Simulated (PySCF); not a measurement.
PySCF input for Br2Zr, SMILES [Br][Zr][Br], multiplicity 1, C-PCM-M06-2X/def2-SVP. Geometry optimised at B3LYP-D3(BJ)/def2-SVP. The multiplicity is an assumed one; other spin states were not compared. The def2 effective core potentials stand for the cores of Zr; spin–orbit coupling is left out.

```python
import numpy as np
from pyscf import gto, scf, dft
from pyscf.solvent import pcm

mol = gto.M(
    atom='''
    Zr    0.00000000    0.00000000   -0.57349757
    Br    0.00000000    2.30208931    0.32771290
    Br    0.00000000   -2.30208931    0.32771290
    ''',
    basis='def2-SVP',
    ecp={'Zr': 'def2-svp'},
    charge=0,
    spin=0,
    max_memory=1600,
    verbose=3,
)
mf = dft.RKS(mol, xc='m06-2x').density_fit(auxbasis='def2-universal-jkfit')
mf.grids.level = 4
mf.conv_tol = 1e-9
mf.max_cycle = 100
mf.kernel()
res = {}
for name, eps in {'water': 78.355, 'tetrahydrofuran': 7.4257, '1-octanol': 9.8629}.items():
    s = mf.PCM()
    s.with_solvent.method, s.with_solvent.eps, s.with_solvent.lebedev_order = 'C-PCM', eps, 29
    s.kernel(mf.make_rdm1())
    res[name] = (s.e_tot, eps, s.dip_moment(), s.mo_energy, s.converged)
    print(f'{name}: electrostatic solvation free energy {(s.e_tot - mf.e_tot) * 627.509474:.3f} kcal/mol')
```

Program output:

```
converged SCF energy = -5194.791549587

WARN: PCM is an experimental feature. It is still in testing.
Features and APIs may be changed in the future.

converged SCF energy = -5194.80177007018
Dipole moment(X, Y, Z, Debye):  0.00000, -0.00000, -3.34577
water: electrostatic solvation free energy -6.413 kcal/mol

WARN: PCM is an experimental feature. It is still in testing.
Features and APIs may be changed in the future.

converged SCF energy = -5194.80006680246
Dipole moment(X, Y, Z, Debye): -0.00000,  0.00000, -3.03929
tetrahydrofuran: electrostatic solvation free energy -5.345 kcal/mol

WARN: PCM is an experimental feature. It is still in testing.
Features and APIs may be changed in the future.

converged SCF energy = -5194.80051476486
Dipole moment(X, Y, Z, Debye): -0.00000, -0.00000, -3.11982
1-octanol: electrostatic solvation free energy -5.626 kcal/mol
```

The calculation finished and met its thresholds.

Cost: very roughly 50 core-seconds.
